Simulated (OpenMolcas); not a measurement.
4s² 4p along the 31-electron sequence

* Program: OpenMolcas
* Method: SS-RASPT2, IPEA 0.25 Eh, imaginary shift 0.1 Eh
* Basis: ANO-R3
* Scalar Hamiltonian: X2C, finite nucleus
* Spin-orbit coupling: state interaction with AMFI integrals over the reference wave functions, term energies averaged over their components

Active space for each ion: 1 electron in 9 orbitals (RAS2 4p; RAS3 4d 5s, at most 1 electron); closed shells correlated by CASPT2: 3d 4s.

Computed levels in cm-1 above ²P°_1/2:

| Level | As2+ | Se3+ | Br4+ | Kr5+ |
| --- | --- | --- | --- | --- |
| ²P°_3/2 | 2640 | 3920 | 5490 | 7360 |
| weight of ²P° in the lowest level (%) | 100 | 100 | 100 | 100 |

Measured, with the error of the calculation in %. Measured levels: As2+, Se3+, Br4+ from Moore, Atomic Energy Levels, vol. II, NSRDS-NBS 35 (1971 reprint of NBS Circular 467, 1952); Kr5+ from Saloman, J. Phys. Chem. Ref. Data 36, 215 (2007).

```csv
Level,As2+,Se3+,Br4+,Kr5+
²P°_3/2,2940 (-10.3),4376 (-10.3),6090 (-9.8),8110 (-9.2)
```

The fine-structure level ²P°_3/2 changes by a factor of 2.79 from As2+ to Kr5+. Its fourth root runs 7.17, 7.91, 8.61, 9.26, with steps per unit of Z of 0.74, 0.70, 0.65; equal steps would mean a (Z - σ)^4 law with constant σ.

Over all roots computed the reference weight is 0.90 to 0.96 in Br4+, 0.89 to 0.96 in Kr5+; the roots of lowest weight are the least certain, and an intruder state may touch them. With one active electron, CASPT2 adds the correlation within the correlated inactive shells and between them and that electron, and leaves the splitting within a term as the reference gives it. Measured partners are found by configuration, term and J. A level has none where our copy of the source lacks it or the pairing is in doubt (some pairs that miss far off the trend of their configuration count as doubtful), and it then counts in no deviation. Only configurations of the active space appear.

° marks odd parity.
